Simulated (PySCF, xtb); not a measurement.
methyl(methylsilylmethoxy)silane (C3H12OSi2), SMILES C[SiH2]CO[SiH2]C. The values are those of a single conformer.

Harmonic wavenumbers (cm⁻¹) from GFN2-xTB in xtb at its own minimum, in rising order: 18, 43, 86, 100, 113, 134, 171, 220, 273, 455, 487, 568, 627, 657, 699, 704, 738, 750, 764, 767, 801, 807, 824, 828, 845, 856, 1120, 1200, 1285, 1365, 1378, 1476, 1479, 1483, 1493, 1498, 2185, 2200, 2236, 2312, 2900, 2927, 3017, 3026, 3028, 3037, 3042, 3050.

Task: What does B3LYP-D3(BJ)/def2-SVP (PySCF) give at its own minimum? (Estimate from the structure and the level; the computed values follow.)

Result: 23, 50, 100, 113, 151, 170, 196, 242, 290, 486, 503, 590, 640, 666, 684, 740, 752, 762, 805, 855, 884, 887, 910, 946, 956, 961, 1122, 1240, 1267, 1270, 1300, 1431, 1433, 1436, 1440, 1460, 2188, 2196, 2216, 2247, 2967, 3016, 3028, 3033, 3117, 3124, 3125, 3133. Paired by order, the mean absolute difference is 44 cm⁻¹ and the zero-point energies are 85.9 and 87.4 kcal/mol.
